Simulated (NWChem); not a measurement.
A series in which one site is exchanged, each optimised at PBE0/def2-SVP with NWChem, gas phase unless a solvent is named. All stand in one matching conformer (torsions within 35°), which need not be the lowest. Low-valent species are run as closed-shell singlets; no triplet was tried in these runs. This build's default masses of Se (78.918 u) and Br (79.917 u) are each other's, which moves their modes by up to 0.6 %. Some are not confirmed as minima by frequencies. def2 effective core potentials on I; no spin-orbit coupling.

A: [OH][Ge][I] (GeHOI; site = I)
B: [OH][Ge][F] (GeHOF; site = F)
C: [OH][Ge][Br] (GeHOBr; site = Br)

Values for A:

| Quantity | Value |
|---|---|
| dipole (D), PBE0/def2-SVP | 3.27 |
| vertical ionisation energy, ΔSCF, PBE/def2-SVP (eV) | 9.04 |
| vertical ionisation energy, ΔSCF, B3LYP/def2-SVP (eV) | 9.23 |
| static polarisability, B3LYP/def2-SVPD (bohr³) | 77.1 |
| lowest singlet excitation, B3LYP/def2-SVPD, TDA (eV) | 3.37 |

Q: How do these values change for the other members?

A: 
| change from A | B | C |
|---|---|---|
| dipole (D), PBE0/def2-SVP | -0.07 | -0.03 |
| vertical ionisation energy, ΔSCF, PBE/def2-SVP (eV) | +1.18 | +0.43 |
| vertical ionisation energy, ΔSCF, B3LYP/def2-SVP (eV) | +1.27 | +0.47 |
| static polarisability, B3LYP/def2-SVPD (bohr³) | -41.4 | -16.2 |
| lowest singlet excitation, B3LYP/def2-SVPD, TDA (eV) | +1.70 | +0.62 |
